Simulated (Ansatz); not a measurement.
Start from `C[S][Mg][Cl]` and change one element to get `C[O][Mg][Cl]`.

Ansatz, PBE0-D4/def2-TZVP geometries, multiplicity 1. Each molecule was computed in one conformer, which needn't be the lowest.

```json
{"property": "HOMO–LUMO gap (PBE/def2-TZVPP) / eV", "`C[S][Mg][Cl]`": "3.45"}
{"property": "HOMO energy (ωB97M-V/def2-TZVPP) / eV", "`C[S][Mg][Cl]`": "-8.98"}
{"property": "LUMO energy (PBE/def2-TZVPP) / eV", "`C[S][Mg][Cl]`": "-2.19"}
{"property": "LUMO energy (B3LYP/def2-TZVPP) / eV", "`C[S][Mg][Cl]`": "-1.76"}
{"property": "HOMO–LUMO gap (ωB97M-V/def2-TZVPP) / eV", "`C[S][Mg][Cl]`": "8.86"}
{"property": "LUMO energy (ωB97M-V/def2-TZVPP) / eV", "`C[S][Mg][Cl]`": "-0.12"}
```

Question: Give the same properties after the change, and the shifts. (Estimate.)

Answer: Ansatz gave: 
```csv
property,`C[O][Mg][Cl]`,shift
HOMO–LUMO gap (PBE/def2-TZVPP) / eV,3.80,0.35
HOMO energy (ωB97M-V/def2-TZVPP) / eV,-9.89,-0.91
LUMO energy (PBE/def2-TZVPP) / eV,-2.15,0.04
LUMO energy (B3LYP/def2-TZVPP) / eV,-1.71,0.05
HOMO–LUMO gap (ωB97M-V/def2-TZVPP) / eV,9.81,0.95
LUMO energy (ωB97M-V/def2-TZVPP) / eV,-0.08,0.04
```

With PBE0 the HOMO falls by 0.64 eV and the LUMO rises by 0.09 eV, so the gap widens by about 0.73 eV. PBE moves the HOMO by -0.31 eV and ωB97M-V by -0.91 eV.

B3LYP here is the variant with VWN-RPA as its local correlation; programs differ in this.
